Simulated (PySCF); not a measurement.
Compound: C5H3F3O.
Geometry (GFN2-xTB, Å), atoms numbered from 1 in this order:
```
atom  x, y, z in Å
O1     3.053   -1.181   -0.844
C2     2.125   -0.780   -0.220
C3     1.473   -0.404    0.995
C4     0.772   -0.297   -0.156
C5    -0.518    0.083   -0.758
C6    -1.509    0.563    0.295
F7    -1.061    1.636    0.960
F8    -1.768   -0.378    1.212
F9    -2.683    0.907   -0.252
H10    1.440   -0.264    2.052
H11   -0.954   -0.772   -1.282
H12   -0.369    0.887   -1.485
```

The closed-shell SCF was solved with PySCF and density fitting under several settings on one GFN2-xTB geometry (grid level 2 and gas phase unless stated).

```tsv
settings	basis functions	SCF cycles	E (Eh)	HOMO (eV)	LUMO (eV)	dipole (D)
PBE0/pcSseg-1	168	14	-566.3855	-7.19	-1.22	2.27
CAM-B3LYP/def2-SVPD	216	14	-566.4338	-8.67	-0.14	2.43
```

Estimate the row for these settings: wB97X-D/3-21G.

```json
{"settings": "wB97X-D/3-21G", "basis functions": "87", "SCF cycles": "14", "E (Eh)": "-563.7424", "HOMO (eV)": "-8.80", "LUMO (eV)": "0.95", "dipole (D)": "1.96"}
```

Over all rows, what range does the HOMO–LUMO gap span?

From 5.97 eV (PBE0/pcSseg-1) to 9.75 eV (wB97X-D/3-21G). The functional of the narrowest has 25 % exact exchange, that of the widest range-separated exact exchange.

wB97X-D ran without the empirical dispersion term, which would shift the total energy alone. Cycle counts include a coarse-grid stage where the run had one.

One conformer stands for the species.
